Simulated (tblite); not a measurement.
Species: C6H5O (charge -1).
Geometry (GFN2-xTB, Å), atoms numbered from 1 in this order:
```
atom  x, y, z in Å
O1    -2.7692    1.0655    0.4205
C2    -2.0337    0.1766   -0.0254
C3    -0.6355    0.0788    0.0038
C4     0.3039    0.9917    0.5624
C5     1.5631    0.4902    0.3609
C6     1.4510   -0.7443   -0.3256
C7     0.1220   -0.9962   -0.5437
H8    -2.5249   -0.6982   -0.5362
H9     0.0448    1.9148    1.0553
H10    2.4950    0.9483    0.6675
H11    2.2835   -1.3706   -0.6212
H12   -0.2987   -1.8574   -1.0443
```

Calculated harmonic vibrations of the isolated species, GFN2-xTB (tblite), most abundant isotopes, no scaling. Against measured fundamentals such values can be off by several per cent, at times by over 20. One conformer, not necessarily the lowest.

Harmonic wavenumbers (cm⁻¹): 152.1, 201.3, 278.5, 506.0, 563.9, 593.0, 723.3, 768.4, 776.5, 804.5, 810.9, 814.3, 900.3, 959.2, 1083.5, 1096.1, 1101.7, 1207.3, 1331.1, 1364.6, 1417.1, 1442.3, 1494.9, 1529.5, 1674.2, 2535.6, 3007.1, 3022.5, 3043.9, 3084.0.

A = 8049, B = 2005, C = 1605 MHz; mass 93.034 u (most abundant isotopes); point group Cs, symmetry number 1.

Q: Zero-point energy?

A: Half the sum of the wavenumbers: 19144 cm⁻¹ = 54.73 kcal/mol.

Q: Entropy at 273.15 K, 1 bar (ideal gas, RRHO, classical rotation)?

A: Translation 39.09, rotation 26.66, vibration 8.58: S = 74.3 cal/(mol K).

Q: And Cp and H(273.15 K) − H(0)?

A: Cp = 21.67 cal/(mol K), of which vibrations give 13.72 (their classical limit is 30 R = 59.6); H(273.15 K) − H(0) = 3.66 kcal/mol without the zero-point energy, 1.48 from vibrations.

Q: What must be added to the electronic energy to get the Gibbs energy at 273.15 K and 1 bar?

A: ZPE + [H(273.15 K) − H(0)] − T·S = 54.73 + 3.66 − 20.30 = 38.09 kcal/mol.

Q: How do the functions run with temperature in this model?

A: 
```json
{"T (K)": "150", "S (cal/(mol K))": "64.2", "Cp (cal/(mol K))": "13.5", "H − H(0) (kcal/mol)": "1.51", "G − H(0) (kcal/mol)": "-8.11", "ln q(vib)": "0.51"}
{"T (K)": "250", "S (cal/(mol K))": "72.5", "Cp (cal/(mol K))": "20.0", "H − H(0) (kcal/mol)": "3.17", "G − H(0) (kcal/mol)": "-14.95", "ln q(vib)": "1.36"}
{"T (K)": "298.15", "S (cal/(mol K))": "76.3", "Cp (cal/(mol K))": "23.5", "H − H(0) (kcal/mol)": "4.22", "G − H(0) (kcal/mol)": "-18.53", "ln q(vib)": "1.84"}
{"T (K)": "400", "S (cal/(mol K))": "84.2", "Cp (cal/(mol K))": "30.5", "H − H(0) (kcal/mol)": "6.98", "G − H(0) (kcal/mol)": "-26.71", "ln q(vib)": "2.99"}
{"T (K)": "600", "S (cal/(mol K))": "98.7", "Cp (cal/(mol K))": "41.0", "H − H(0) (kcal/mol)": "14.20", "G − H(0) (kcal/mol)": "-45.03", "ln q(vib)": "5.53"}
{"T (K)": "900", "S (cal/(mol K))": "117.3", "Cp (cal/(mol K))": "50.4", "H − H(0) (kcal/mol)": "28.04", "G − H(0) (kcal/mol)": "-77.52", "ln q(vib)": "9.49"}
```

q(vib) and H(0) count from the zero-point level.

Q: Which modes carry the vibrational entropy at 273.15 K?

A: 152.1 cm⁻¹: 2.48; 201.3 cm⁻¹: 1.96; 278.5 cm⁻¹: 1.39; 506.0 cm⁻¹: 0.54; 563.9 cm⁻¹: 0.42; 593.0 cm⁻¹: 0.38 cal/(mol K); the other 24 give 1.40 together.

Hindered rotation and anharmonicity are outside this model. Other conformers, if any are populated, would add a mixing term that is left out.
